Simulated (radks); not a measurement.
Results of a calculation; reference values are marked as such.
Excited configurations of the helium ion He+: one electron is placed in a higher orbital outside the bare nucleus. The ground configuration is 1s1. Level of theory: non-relativistic Kohn-Sham, PBE, spin-polarised, spherical densities, point nucleus; open shells are filled with parallel spins first (a radial shooting solver on a logarithmic mesh with Libxc functionals). Excitation = E - E(ground); binding = E(ion) - E, where the ion is the core of charge +2; n* = 2/sqrt(2 binding) in atomic units, and the quantum defect is n - n*.

outer orbital  excitation (eV)  binding (eV)     n*  quantum defect  eigenvalue (eV)  <r> (bohr)
2p                      40.594        13.659  1.996           0.004          -10.155       2.503
3p                      47.862         6.391  2.918           0.082           -5.039       6.025
3d                      48.062         6.191  2.965           0.035           -4.547       5.176
4d                      50.598         3.655  3.859           0.141           -2.867       10.07
5s                      51.839         2.414  4.748           0.252           -1.995       17.71
5p                      51.840         2.413  4.749           0.251           -1.980       17.24
5d                      51.851         2.402  4.760           0.240           -1.938       16.35
6f                      52.563         1.691  5.673           0.327           -1.363       22.66
7s                      52.987         1.266  6.557           0.443           -1.064       34.50

Estimate the row for 7p.

Answer. excitation (eV) 52.986; binding (eV) 1.267; n* 6.554; quantum defect 0.446; eigenvalue (eV) -1.061; <r> (bohr) 33.97. The Delta-SCF ionisation energy is 54.253 eV (NIST Atomic Spectra Database: 54.418 eV, theoretical). Self-interaction in the functional shifts the binding energies and quantum defects, so they are the method's values and not measured ones.
